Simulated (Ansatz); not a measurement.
Ansatz (a quantum-chemistry and plane-wave program) input (HF/6-31G*):

Ansatz 0.2 input:
```yaml
crystal:
  periodic: [false, false, false]
  atoms:
    - {symbol: C, position_ang: [-0.00000000, -0.00000000, -0.51434300]}
    - {symbol: O, position_ang: [0.00000000, 0.00000000, 0.58709700]}
    - {symbol: H, position_ang: [-0.00000000, -0.00000000, -1.61072400]}
basis:
  gaussian:
    orbitals: 6-31G*
hamiltonian:
  xc: {name: HF}
total_charge: 1
relax: {f_tol: 0.003, max_steps: 120}
```

Output:

```
Functional definition: HF
integrals: 0.00 GiB planned
328 factors; integrals over basis functions are off by at most 2.7e-4 eV
mean field: 0.05 GiB planned
mean field evaluation 1: about -3068.0152 eV, gradient 5.6e1 eV
mean field evaluation 2: about -3068.0142 eV, gradient 5.6e1 eV
mean field evaluation 4: about -3073.9172 eV, gradient 2.5e0 eV
mean field evaluation 8: about -3073.9394 eV, gradient 7.4e-5 eV
mean field -3073.93940655 eV, -112.9651895999 hartree, gradient 8.8e-5 eV, S^2 0.000000; 0 other end points of the search recorded, 0 dependent functions left out
the calculation of the forces begins
reference -3073.93940655 eV, -112.9651895999 hartree; 7, 7 occupied and 25, 25 virtual orbitals, 328 factors
relax step   1: F+E_penalty+E_count = -3073.93940655 eV  Δ(F+E_penalty+E_count) = +0.000e0 eV  max|allowed force component| = 2.442e0 eV/Å  Δτ_max = 0.0000 Å  (25 SCF iters, accepted)
these checks for a lower state are left out or cut short: starts, cluster_reference, orbital_swaps, neighbouring_geometries, increment
integrals: 0.00 GiB planned
328 factors; integrals over basis functions are off by at most 2.6e-4 eV
mean field: 0.05 GiB planned
mean field evaluation 16: about -3073.9575 eV, gradient 3.3e-5 eV
mean field -3073.95754049 eV, -112.9658560099 hartree, gradient 3.3e-5 eV, S^2 0.000000; 0 other end points of the search recorded, 0 dependent functions left out
the calculation of the forces begins
reference -3073.95754049 eV, -112.9658560099 hartree; 7, 7 occupied and 25, 25 virtual orbitals, 328 factors
relax step   2: F+E_penalty+E_count = -3073.95754049 eV  Δ(F+E_penalty+E_count) = -1.813e-2 eV  max|allowed force component| = 8.626e-1 eV/Å  Δτ_max = 0.0150 Å  (22 SCF iters, accepted)
these checks for a lower state are left out or cut short: starts, cluster_reference, orbital_swaps, neighbouring_geometries, increment
integrals: 0.00 GiB planned
328 factors; integrals over basis functions are off by at most 2.6e-4 eV
mean field: 0.05 GiB planned
mean field -3073.95924381 eV, -112.9659186058 hartree, gradient 3.0e-5 eV, S^2 0.000000; 0 other end points of the search recorded, 0 dependent functions left out
the calculation of the forces begins
reference -3073.95924381 eV, -112.9659186058 hartree; 7, 7 occupied and 25, 25 virtual orbitals, 328 factors
relax step   3: F+E_penalty+E_count = -3073.95924381 eV  Δ(F+E_penalty+E_count) = -1.703e-3 eV  max|allowed force component| = 1.768e-2 eV/Å  Δτ_max = 0.0023 Å  (23 SCF iters, accepted)
these checks for a lower state are left out or cut short: starts, cluster_reference, orbital_swaps, neighbouring_geometries, increment
integrals: 0.00 GiB planned
328 factors; integrals over basis functions are off by at most 2.6e-4 eV
mean field: 0.05 GiB planned
mean field -3073.95924546 eV, -112.9659186664 hartree, gradient 1.1e-5 eV, S^2 0.000000; 0 other end points of the search recorded, 0 dependent functions left out
the calculation of the forces begins
reference -3073.95924546 eV, -112.9659186664 hartree; 7, 7 occupied and 25, 25 virtual orbitals, 328 factors
relax step   4: F+E_penalty+E_count = -3073.95924546 eV  Δ(F+E_penalty+E_count) = -1.650e-6 eV  max|allowed force component| = 4.127e-4 eV/Å  Δτ_max = 0.0002 Å  (16 SCF iters, accepted)
integrals: 0.00 GiB planned
328 factors; integrals over basis functions are off by at most 2.6e-4 eV
mean field: 0.05 GiB planned
mean field evaluation 32: about -3069.2385 eV, gradient 5.4e1 eV
mean field -3073.95924546 eV, -112.9659186664 hartree, gradient 1.1e-5 eV, S^2 0.000000; 1 other end points of the search recorded, 0 dependent functions left out
the calculation of the forces begins
reference -3073.95924546 eV, -112.9659186664 hartree; 7, 7 occupied and 25, 25 virtual orbitals, 328 factors
Total energy: -3073.95924546 eV, -112.9659186664 hartree
Atom 0 at     0.000000    -0.000000    -0.512937 Å, force    -0.000000     0.000000     0.000028 eV/Å
Atom 1 at    -0.000000     0.000000     0.574008 Å, force     0.000000     0.000000    -0.000413 eV/Å
Atom 2 at     0.000000    -0.000000    -1.599040 Å, force     0.000000     0.000000     0.000384 eV/Å
Dipole moment:    -0.000000    -0.000000    -0.868899 e Å
```

The dipole moment of an ion depends on the origin.

The geometry given is a B3LYP-D3(BJ)/def2-TZVP minimum.
